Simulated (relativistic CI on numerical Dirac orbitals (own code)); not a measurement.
# Pt5+: N6,7 absorption edge

Computed with this model: Dirac-Coulomb-Breit CI, orbitals from a KLI potential per configuration, model QED, valence Slater integrals scaled by 0.8, multiplet model of core-to-valence dipole absorption; configurations [Xe] 4f14 5d5 → [Xe] 4f13 5d6; 300 K; Lorentzian 0.3 eV and Gaussian 0.3 eV FWHM. Energies are those of the free ion, without screening or charge transfer. The branching ratio is the share of the lower-energy edge in the whole absorption, uncertain by about 0.02 where the edges overlap. S is read from ⟨S²⟩ = S(S + 1).

free ion: ground-state S = 2.31, centroid 76.34 eV. Peaks (eV, height): 75.8 (100), 78.0 (47), 79.0 (9).

Strongest unbroadened transitions for free ion:

| Energy (eV) | Relative strength |
| --- | --- |
| 74.75 | 14.8 |
| 75.18 | 7.5 |
| 75.31 | 50.9 |
| 75.71 | 4.8 |
| 75.82 | 100.0 |
| 76.28 | 5.5 |
| 76.69 | 2.8 |
| 77.09 | 1.2 |
| 77.66 | 2.5 |
| 77.68 | 1.3 |
| 77.93 | 27.0 |
| 78.00 | 8.0 |
| 78.02 | 13.2 |
| 78.20 | 5.9 |
| 78.77 | 0.7 |
| 78.92 | 2.2 |
| 79.10 | 2.6 |
| 79.13 | 2.2 |
